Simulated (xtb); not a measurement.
xtb input:

```bash
xtb mol.xyz --gfn 1 --opt tight --chrg 1 --uhf 0
```
mol.xyz:
```
5

Al    -0.00000000    -0.00000000    -0.00000000
O      1.08387014     0.23684392    -1.15591815
H      1.97421996     0.32657496    -1.49885011
O     -1.08387014    -0.23684392     1.15591815
H     -1.97421996    -0.32657496     1.49885011
```

Problem. Which total energy does the run end on?

Solution. -11.35294 Eh (GFN1-xTB).

It need not be the lowest isomer of its formula.
